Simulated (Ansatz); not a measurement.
Two isomers of CH6GeOSi: A = `[CH2]1[SiH2][O][GeH2]1`, B = `O=[CH][GeH2][SiH3]`.

Program: Ansatz. Geometries: PBE0-D4/def2-TZVP. ΔE: electronic, gas phase. CCSD(T)/CBS adds triple-zeta CCSD(T) − MP2 to the extrapolated MP2 energy (def2 sets, frozen cores). Functionals use def2-TZVPP. B3LYP here is the variant with VWN-RPA as its local correlation; programs differ in this. For Ge outer-core shells are correlated without core-valence functions, which leaves a few kJ/mol of doubt a bond. Scalar relativity is left out up to krypton. One conformer a species, not always the lowest.

Which isomer does CCSD(T)/CBS put lower? Give the gap. (An estimate is asked.)

The calculation gave: A, by 58.0 kcal/mol.

Give E(B) − E(A) in kcal/mol with HF/def2-TZVPP, ωB97M-V, B3LYP, CCSD/def2-TZVPP, MP2/def2-TZVPP, CCSD(T)/def2-TZVPP, PBE-D4. (Estimate.)

Ansatz gave: HF/def2-TZVPP 54.6, ωB97M-V 57.1, B3LYP 49.9, CCSD/def2-TZVPP 56.8, MP2/def2-TZVPP 62.1, CCSD(T)/def2-TZVPP 56.3, PBE-D4 49.0. None reverses the order clearly.

Largest T1 diagnostic: 0.015.

From PBE to PBE0 (25 % exact exchange), in def2-TZVPP and without D4, E(B) − E(A) moves by +5.5 kcal/mol. The D4 term adds +1.2 kcal/mol with B3LYP and +0.5 kcal/mol with PBE0; it sums over pairs of atoms, weighted by their polarisabilities, and B3LYP, whose exchange is more repulsive, gets the larger term.
